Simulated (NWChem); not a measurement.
# C₂H₆Se; SMILES [SeH]CC

```xyz
9

Se    -0.0389    -0.8079     0.0566
H     -0.8335    -0.7224    -1.1801
C      0.6491     1.0235    -0.0558
C     -0.4083     2.1015     0.0641
H      1.2245     1.1133    -0.9885
H      1.3721     1.0781     0.7726
H     -0.9722     2.0064     1.0038
H     -1.1308     2.0502    -0.7651
H      0.0561     3.1015     0.0403
```
Atoms are numbered in this order, from 1.

Computed with NWChem. Coordinates come from a PBE0/def2-SVP optimisation. Isolated, static molecule. Spin-orbit effects are missing.

GIAO at KT2/pcSseg-1: principal shieldings of C4 are 139.6, 151.3, 184.8 ppm; an isolated tetramethylsilane molecule has σ = 183.2 ppm at the same levels.

Find the isotropic 13C shift, its principal values, the span and the skew.


1. σ(iso) = one third of the sum = 158.6 ppm.
2. δ = σ(reference) − σ = 24.6 ppm against tetramethylsilane.
3. δ11, δ22, δ33 = 43.6, 31.9, -1.6 ppm.
4. Span Ω = δ11 − δ33 = 45.2 ppm; skew κ = 3(δ22 − δ(iso))/Ω = 0.48.
